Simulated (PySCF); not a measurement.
Does the answer move with the share of exact exchange?

C₂H₇BN₂O.
Bonds: C1–B2, B2–N3, B2–N4, N4–C5, C5–O6 (double). Hydrogens: H7, H8, H9 on C1; H10, H11 on N3; H12 on N4; H13 on C5.

Torsions of this conformer, `[CH3:1][B:2]([NH2:3])[NH:4][CH:5]=[O:6]`: C1–B2–N4–C5 180°, B2–N4–C5–O6 0°, H–N3–B2–C1 0°, H–N3–B2–C1 180°.

PySCF, def2-SVPD basis, density fitting, gas phase, PBE0-D3(BJ)/def2-SVP geometry; singlet excitations by full TDDFT with frozen cores, triplets by Tamm–Dancoff TDDFT and ionisation energies by ΔSCF, from the lowest of the holes tried. One functional is left out:

| functional | exact exchange (%) | HOMO energy (eV) | LUMO energy (eV) | lowest singlet excitation (eV) | lowest triplet excitation (eV) | dipole moment (D) | mean polarisability (au) | vertical ionisation energy (eV) |
| --- | --- | --- | --- | --- | --- | --- | --- | --- |
| LDA | 0 | -6.23 | -1.54 | 4.89 | 4.50 | 2.634 | 63.3 | 9.75 |
| PBE | 0 | -6.07 | -1.27 | 4.97 | 4.51 | 2.542 | 62.6 | 9.55 |
| PBE0 | 25 | -7.70 | -0.20 | 5.32 | 4.81 | 2.681 | 59.3 | 10.83 |
| BHandHLYP | 50 | -8.96 | 0.59 | 5.63 | 5.14 | 2.822 | 57.0 | 9.83 |

Problem. Predict the row of B3LYP (20 % exact exchange) by straight lines through the other rows, and check it.

Solution. 
```json
{"property": "HOMO energy (eV)", "line": "-7.31", "computed": "-7.45", "computed − line": "-0.14", "PBE0 (25 %), for comparison": "-7.70"}
{"property": "LUMO energy (eV)", "line": "-0.55", "computed": "-0.47", "computed − line": "+0.08", "PBE0 (25 %), for comparison": "-0.20"}
{"property": "lowest singlet excitation (eV)", "line": "5.22", "computed": "5.27", "computed − line": "+0.05", "PBE0 (25 %), for comparison": "5.32"}
{"property": "lowest triplet excitation (eV)", "line": "4.76", "computed": "4.79", "computed − line": "+0.03", "PBE0 (25 %), for comparison": "4.81"}
{"property": "dipole moment (D)", "line": "2.675", "computed": "2.664", "computed − line": "-0.011", "PBE0 (25 %), for comparison": "2.681"}
{"property": "mean polarisability (au)", "line": "60.4", "computed": "60.1", "computed − line": "-0.3", "PBE0 (25 %), for comparison": "59.3"}
{"property": "vertical ionisation energy (eV)", "line": "10.00", "computed": "9.78", "computed − line": "-0.22", "PBE0 (25 %), for comparison": "10.83"}
```

Problem. Which of these properties follows the share of exact exchange most closely, and which least?

Solution. Most closely the lowest triplet excitation, least the vertical ionisation energy; the correlations over the tabulated rows are lowest triplet excitation 1.000, HOMO energy -0.997, lowest singlet excitation 0.994, mean polarisability -0.989, LUMO energy 0.988, dipole moment 0.941, vertical ionisation energy 0.316. The lowest triplet excitation moves by +0.127 eV for every 10 %. Functionals with the same share still differ in their other parts: at 0 % LDA and PBE differ by 0.01 eV in it.
